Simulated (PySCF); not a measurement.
## Be⁺ (beryllium, charge +1): UHF calculation

Configuration: [He] 2p1, 2P determinant (an excited configuration). All numbers are calculated (PySCF 2.14, the non-relativistic Hamiltonian (point nucleus), in aug-cc-pCVDZ (5s4p2d, 27 functions)).

- Total energy: -14.129059 hartree
- One-electron energy: -17.4347 hartree
- Hartree (Coulomb) energy: 5.7954 hartree
- Exchange energy: -2.4898 hartree
- Kinetic energy: 14.11964 hartree
- ⟨S²⟩: 0.7500
- ⟨L²⟩: 2.000
- Sum of ⟨r⟩: 3.220 bohr
- Sum of ⟨r²⟩: 7.359 bohr²
- Traceless quadrupole moment −½Σ⟨3z² − r²⟩ along its main axis: -2.76 e·bohr²
- Density at the nucleus (Gaussians lack the cusp): 32.8 bohr⁻³
- Spin density at the nucleus: -0.0921 bohr⁻³
- Langevin diamagnetic susceptibility: -5.83 ×10⁻⁶ cm³/mol

```csv
shell,electrons,mean orbital energy (hartree),"rms radius, mean of both spins (bohr)"
1s α,1,-5.15735,0.483
1s β,1,-5.14762,0.483
2p α,1,-0.51843,2.63
```

Spin-orbit constants ζ (cm⁻¹) from the X2C one-electron operator on these orbitals (non-relativistic here): bare nucleus, nucleus screened by l(l+1)(2l+1)/3 electrons, and screened by the Breit-Pauli mean field of the electrons.

```
shell   bare  screened nucleus  mean field
   2p  9.949             4.975       3.230
```

To first order the Landé constant is A = 3.230 cm⁻¹, so the lowest level has J = 1/2 and lies 0.000400 eV below the centre of the term.
